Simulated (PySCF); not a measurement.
## AsH5: script and output

File input.py (PySCF 2.14):

```python
from pyscf import gto, scf, cc

mol = gto.M(
    atom='As 0 0 0; H 0 0 1.6037; H 0 0 -1.6037; H 1.5295 0 0; H -0.7647 1.3245 0; H -0.7647 -1.3245 0',
    basis='ano-rcc-vdzp',
    charge=0,
    spin=0,
    symmetry=True,
    verbose=4,
)
mf = scf.RHF(mol)
mf = mf.sfx2c1e()
mf = mf.density_fit(auxbasis='def2-universal-jkfit')
mf.kernel()
mycc = cc.CCSD(mf, frozen=9)
mycc.kernel()
e = mycc.eaccsd(nroots=3)[0]
print('roots (eV) =', (e*27.211386).round(3))
mf.dip_moment()
print('orbital energies (hartree):', mf.mo_energy[..., max(0, mol.nelec[1]-3):mol.nelec[0]+3].round(4))
```

```bash
$ python input.py
```

Output:

```
PySCF version 2.14.0

[INPUT] verbose = 4
[INPUT] num. atoms = 6
[INPUT] num. electrons = 38
[INPUT] charge = 0
[INPUT] spin (= nelec alpha-beta = 2S) = 0
[INPUT] symmetry True subgroup None
[INPUT] Mole.unit = angstrom
[INPUT] Symbol           X                Y                Z      unit          X                Y                Z       unit  Magmom
[INPUT]  1 As     0.000000000000   0.000000000000   0.000000000000 AA    0.000000000000   0.000000000000   0.000000000000 Bohr   0.0
[INPUT]  2 H      0.000000000000   0.000000000000   1.603700000000 AA    0.000000000000   0.000000000000   3.030553785965 Bohr   0.0
[INPUT]  3 H      0.000000000000   0.000000000000  -1.603700000000 AA    0.000000000000   0.000000000000  -3.030553785965 Bohr   0.0
[INPUT]  4 H      1.529500000000   0.000000000000   0.000000000000 AA    2.890336107522   0.000000000000   0.000000000000 Bohr   0.0
[INPUT]  5 H     -0.764700000000   1.324500000000   0.000000000000 AA   -1.445073567455   2.502942251986   0.000000000000 Bohr   0.0
[INPUT]  6 H     -0.764700000000  -1.324500000000   0.000000000000 AA   -1.445073567455  -2.502942251986   0.000000000000 Bohr   0.0

nuclear repulsion = 58.2287582278775
point group symmetry = C2v
symmetry origin: [4.97296349e-06 0.00000000e+00 0.00000000e+00]
symmetry axis x: [0.00000000e+00 2.11758237e-21 1.00000000e+00]
symmetry axis y: [ 0.00000000e+00 -1.00000000e+00  1.78276401e-21]
symmetry axis z: [1. 0. 0.]
num. orbitals of irrep A1 = 24
num. orbitals of irrep A2 = 4
num. orbitals of irrep B1 = 12
num. orbitals of irrep B2 = 12
number of shells = 13
number of NR pGTOs = 226
number of NR cGTOs = 52
basis = ano-rcc-vdzp
ecp = {}

******** <class 'pyscf.df.df_jk.DFsfX2C1eSymAdaptedRHF'> ********
method = DFsfX2C1eSymAdaptedRHF
initial guess = minao
damping factor = 0
level_shift factor = 0
DIIS = <class 'pyscf.scf.diis.CDIIS'>
diis_start_cycle = 1
diis_space = 8
diis_damp = 0
SCF conv_tol = 1e-09
SCF conv_tol_grad = None
SCF max_cycles = 50
direct_scf = False

******** <class 'pyscf.x2c.sfx2c1e.SpinFreeX2CHelper'> ********
approx = 1e
xuncontract = 1
Freeze 0 electrons in irreps []
    38 free electrons in irreps A1 A2 B1 B2
Set gradient conv threshold to 3.16228e-05
Initial guess from minao.
******** <class 'pyscf.df.df.DF'> ********
auxbasis = def2-universal-jkfit
init E= -2261.61973863728
HOMO (A1) = -0.183155088155472  LUMO (A1) = 0.00903247908638027  gap/eV = 5.22969
cycle= 1 E= -2261.77190525692  delta_E= -0.152  |g|= 0.209  |ddm|= 3.21
HOMO (A1) = -0.323610678679306  LUMO (A1) = 0.0403193527092185  gap/eV = 9.90304
cycle= 2 E= -2261.79151367398  delta_E= -0.0196  |g|= 0.0589  |ddm|= 0.53
HOMO (A1) = -0.312301953939772  LUMO (A1) = 0.0519534302010332  gap/eV = 9.91189
cycle= 3 E= -2261.79295881152  delta_E= -0.00145  |g|= 0.0195  |ddm|= 0.127
HOMO (A1) = -0.314153357174551  LUMO (A1) = 0.0524926226201132  gap/eV = 9.97695
cycle= 4 E= -2261.79314363879  delta_E= -0.000185  |g|= 0.00305  |ddm|= 0.0552
HOMO (A1) = -0.31453497986991  LUMO (A1) = 0.0523045001934301  gap/eV = 9.98221
cycle= 5 E= -2261.79315281764  delta_E= -9.18e-06  |g|= 0.000662  |ddm|= 0.0139
HOMO (A1) = -0.314536473785878  LUMO (A1) = 0.0523088901773483  gap/eV = 9.98237
cycle= 6 E= -2261.79315346723  delta_E= -6.5e-07  |g|= 0.000184  |ddm|= 0.00418
HOMO (A1) = -0.314562300312719  LUMO (A1) = 0.0523051914346633  gap/eV = 9.98297
cycle= 7 E= -2261.79315353304  delta_E= -6.58e-08  |g|= 3.79e-05  |ddm|= 0.00162
HOMO (A1) = -0.314557543486192  LUMO (A1) = 0.0523083732262188  gap/eV = 9.98293
cycle= 8 E= -2261.79315353538  delta_E= -2.34e-09  |g|= 4.31e-06  |ddm|= 0.0003
HOMO (A1) = -0.314558513196244  LUMO (A1) = 0.0523084571199299  gap/eV = 9.98296
cycle= 9 E= -2261.79315353541  delta_E= -2.82e-11  |g|= 2.86e-07  |ddm|= 3.21e-05
HOMO (A1) = -0.314558508284785  LUMO (A1) = 0.0523084549560457  gap/eV = 9.98296
Extra cycle  E= -2261.7931535354  delta_E= 2.27e-12  |g|= 8.73e-08  |ddm|= 9.84e-07
converged SCF energy = -2261.7931535354

******** <class 'pyscf.cc.dfccsd.RCCSD'> ********
CC2 = 0
CCSD nocc = 10, nmo = 43
frozen orbitals 9
max_cycle = 50
direct = 0
conv_tol = 1e-07
conv_tol_normt = 1e-05
diis_space = 6
diis_start_cycle = 0
diis_start_energy_diff = 1e+09
Init t2, MP2 energy = -2261.96952542306  E_corr(MP2) -0.176371887659071
Init E_corr(RCCSD) = -0.176371887659077
cycle = 1  E_corr(RCCSD) = -0.200933654630481  dE = -0.024561767  norm(t1,t2) = 0.0476362
cycle = 2  E_corr(RCCSD) = -0.208626423518902  dE = -0.00769276889  norm(t1,t2) = 0.0170848
cycle = 3  E_corr(RCCSD) = -0.211794472475978  dE = -0.00316804896  norm(t1,t2) = 0.00755032
cycle = 4  E_corr(RCCSD) = -0.21201933453956  dE = -0.000224862064  norm(t1,t2) = 0.00203113
cycle = 5  E_corr(RCCSD) = -0.211864994063722  dE = 0.000154340476  norm(t1,t2) = 0.000971502
cycle = 6  E_corr(RCCSD) = -0.211895932949031  dE = -3.09388853e-05  norm(t1,t2) = 0.000367752
cycle = 7  E_corr(RCCSD) = -0.211896437739569  dE = -5.04790537e-07  norm(t1,t2) = 9.33076e-05
cycle = 8  E_corr(RCCSD) = -0.211895432757657  dE = 1.00498191e-06  norm(t1,t2) = 2.5011e-05
cycle = 9  E_corr(RCCSD) = -0.211895758032649  dE = -3.25274992e-07  norm(t1,t2) = 7.47338e-06
cycle = 10  E_corr(RCCSD) = -0.211895626856967  dE = 1.31175682e-07  norm(t1,t2) = 2.51473e-06
cycle = 11  E_corr(RCCSD) = -0.211895618064777  dE = 8.79218981e-09  norm(t1,t2) = 6.50153e-07
RCCSD converged
E(RCCSD) = -2262.005049153469  E_corr = -0.211895618064777

******** <class 'pyscf.cc.eom_rccsd.EOMEA'> ********
max_space = 20
max_cycle = 50
conv_tol = 1e-07
partition = None
EOM-CCSD root 0 E = 0.02979181647049933  qpwt = 0.983546  conv = True
EOM-CCSD root 1 E = 0.1176646256070577  qpwt = 0.97607  conv = True
EOM-CCSD root 2 E = 0.1176722999926101  qpwt = 0.976075  conv = True
roots (eV) = [0.811 3.202 3.202]
Dipole moment(X, Y, Z, Debye): -0.00017, -0.00000,  0.00000
orbital energies (hartree): [-0.5525 -0.5408 -0.3146  0.0523  0.1442  0.1442]
```

In short: E(SCF) = -2261.793154 Eh, 9 cycles, E(CCSD) − E(SCF) = -0.21190 Eh, μ(SCF) = 0.00 D, attachment roots 0.811, 3.202, 3.202 eV.

Wall time 13 s on one thread of a shared host.

Positive EA roots mean that the added electron is unbound.
